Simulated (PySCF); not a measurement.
# Radial density of Pr²⁺ (praseodymium, charge +2)

r2SCAN, [Xe] 4f3, one real determinant. All numbers are calculated (PySCF 2.14, scalar relativity by spin-free X2C-1e, in ANO-RCC-VTZP (8s7p5d3f2g1h, 104 functions)).

```json
{"r (bohr)": "0.0204", "4πr²ρ (e/bohr)": "75.90", "4πr²(ρα − ρβ)": "0.0015"}
{"r (bohr)": "0.0343", "4πr²ρ (e/bohr)": "68.04", "4πr²(ρα − ρβ)": "0.0034"}
{"r (bohr)": "0.0577", "4πr²ρ (e/bohr)": "93.66", "4πr²(ρα − ρβ)": "0.0062"}
{"r (bohr)": "0.0970", "4πr²ρ (e/bohr)": "91.81", "4πr²(ρα − ρβ)": "0.0041"}
{"r (bohr)": "0.163", "4πr²ρ (e/bohr)": "79.38", "4πr²(ρα − ρβ)": "0.0774"}
{"r (bohr)": "0.274", "4πr²ρ (e/bohr)": "70.43", "4πr²(ρα − ρβ)": "0.5521"}
{"r (bohr)": "0.461", "4πr²ρ (e/bohr)": "33.68", "4πr²(ρα − ρβ)": "1.9840"}
{"r (bohr)": "0.776", "4πr²ρ (e/bohr)": "28.22", "4πr²(ρα − ρβ)": "2.6674"}
{"r (bohr)": "1.31", "4πr²ρ (e/bohr)": "9.497", "4πr²(ρα − ρβ)": "1.4960"}
{"r (bohr)": "2.20", "4πr²ρ (e/bohr)": "3.288", "4πr²(ρα − ρβ)": "0.2663"}
{"r (bohr)": "3.69", "4πr²ρ (e/bohr)": "0.1352", "4πr²(ρα − ρβ)": "0.0187"}
{"r (bohr)": "6.21", "4πr²ρ (e/bohr)": "0.001876", "4πr²(ρα − ρβ)": "0.0018"}
{"r (bohr)": "10.5", "4πr²ρ (e/bohr)": "4.780e-05", "4πr²(ρα − ρβ)": "0.0000"}
```

Densities and radii are taken from the X2C orbitals without a picture-change correction, which distorts them close to the nucleus.

⟨L²⟩ = 34.01 against 42 for a pure I term, so this real determinant mixes terms. Spin-orbit coupling, absent here, splits the open shell strongly.
